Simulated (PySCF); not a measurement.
Isomers of C6H13PSi. Computed with PySCF, PBE0-D3(BJ)/def2-SVP geometry optimisation, gas phase. Energies are electronic, without zero-point or thermal terms, for one conformer each. No frequencies were run at this level. Point groups hold within 0.08 Å.

Question: Rank from lowest to highest electronic energy at this level (kcal/mol).
A. `[CH3:1][C:2]#[C:3][P:4]([CH3:5])[SiH:6]([CH3:7])[CH3:8]` with C3–P4–Si6–C7 63°
B. `[H]/[P:4]=[C:3](\[CH:2]=[CH2:1])[Si:5]([CH3:6])([CH3:7])[CH3:8]` with C1–C2–C3–P4 179°
C. `[CH3:1]/[C:2]([SiH3:3])=[P:4]/[CH:5]1[CH2:6][CH2:7][CH2:8]1` with C2–P4–C5–C6 175°, P4–C5–C6–C7 -141°, C5–C6–C7–C8 18°, C6–C7–C8–C5 -18°, P4–C5–C8–C7 138°
D. `[CH2:1]=[CH:2][P:3]1[CH2:4][CH2:5][SiH2:6][CH2:7][CH2:8]1` with C1–C2–P3–C4 -128°, C2–P3–C4–C5 -170°, P3–C4–C5–Si6 64°, C4–C5–Si6–C7 -49°, C5–Si6–C7–C8 49°

Answer: B (0.0), D (0.2), A (11.1), C (28.1).

As drawn, the lowest has a C=C bond outside aromatic rings, which the highest lacks; the highest has a four-membered ring, which the lowest lacks. Neighbours under 2.5 kcal/mol apart ([H]/P=C(\C=C)[Si](C)(C)C and C=CP1CC[SiH2]CC1) can change places with a better method, another conformer or zero-point energy.

| SMILES | E (Eh) | E rel (kcal/mol) | dipole (D) | point group | A, B, C (MHz) |
| --- | --- | --- | --- | --- | --- |
| [H]/P=C(\C=C)[Si](C)(C)C | -866.40751 | 0.0 | 1.33 | – | 1464, 1252, 865.1 |
| C=CP1CC[SiH2]CC1 | -866.40715 | 0.2 | 0.89 | near Cs | 3025, 870.0, 737.6 |
| CC#CP(C)[SiH](C)C | -866.38985 | 11.1 | 1.11 | C1 | 1922, 830.4, 634.2 |
| C/C([SiH3])=P/C1CCC1 | -866.36273 | 28.1 | 0.68 | C1 | 2475, 865.5, 690.6 |

How do the relative energies change in single points at PBE0/pcSseg-1 (no added dispersion term) on the same geometries?

```json
{"SMILES": "[H]/P=C(\\C=C)[Si](C)(C)C", "PBE0-D3(BJ)/def2-SVP (kcal/mol)": "0.0", "PBE0/pcSseg-1 (kcal/mol)": "0.0", "shift": "0.0"}
{"SMILES": "C=CP1CC[SiH2]CC1", "PBE0-D3(BJ)/def2-SVP (kcal/mol)": "0.2", "PBE0/pcSseg-1 (kcal/mol)": "1.4", "shift": "+1.2"}
{"SMILES": "CC#CP(C)[SiH](C)C", "PBE0-D3(BJ)/def2-SVP (kcal/mol)": "11.1", "PBE0/pcSseg-1 (kcal/mol)": "8.7", "shift": "-2.4"}
{"SMILES": "C/C([SiH3])=P/C1CCC1", "PBE0-D3(BJ)/def2-SVP (kcal/mol)": "28.1", "PBE0/pcSseg-1 (kcal/mol)": "29.8", "shift": "+1.7"}
```

Each column counts from its own lowest isomer. The order is unchanged; the largest shift is 2.4 kcal/mol.

As an exercise, what shares would exp(−E/RT) give at 2000 K from these electronic energies alone (no entropy, no degeneracies)?

RT = 3.974 kcal/mol: [H]/P=C(\C=C)[Si](C)(C)C 49.8 %, C=CP1CC[SiH2]CC1 47.1 %, CC#CP(C)[SiH](C)C 3.1 %, C/C([SiH3])=P/C1CCC1 under 0.1 %.
